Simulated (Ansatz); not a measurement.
Two isomers of C2H8BNO: A = `CBNCO`, B = `CN(C)BO`.

Gas-phase electronic energies from Ansatz, PBE0-D4/def2-TZVP geometries. CCSD(T)/CBS adds triple-zeta CCSD(T) − MP2 to the extrapolated MP2 energy (def2 sets, frozen cores). DFT in def2-TZVPP. Each species was taken in one conformer, which may not be the lowest.

Task: Which is lower in electronic energy at CCSD(T)/CBS, and by how much? (Estimate.)

Result: The calculation gave: B, by 25.4 kcal/mol.

Task: Give E(B) − E(A) in kcal/mol with MP2/def2-TZVPP, CCSD/def2-TZVPP, ωB97M-V, PBE0-D4, B2PLYP, HF/def2-TZVPP, r2SCAN-D4. (Estimate.)

Result: Computed: MP2/def2-TZVPP -26.4, CCSD/def2-TZVPP -25.3, ωB97M-V -24.8, PBE0-D4 -24.3, B2PLYP -25.4, HF/def2-TZVPP -25.3, r2SCAN-D4 -24.8. None reverses the order clearly.

Largest T1 diagnostic: 0.012.

The D4 term adds −0.8 kcal/mol with B3LYP and −0.4 kcal/mol with PBE0; it sums over pairs of atoms, weighted by their polarisabilities, and B3LYP, whose exchange is more repulsive, gets the larger term.

B3LYP here is the variant with VWN-RPA as its local correlation; programs differ in this.
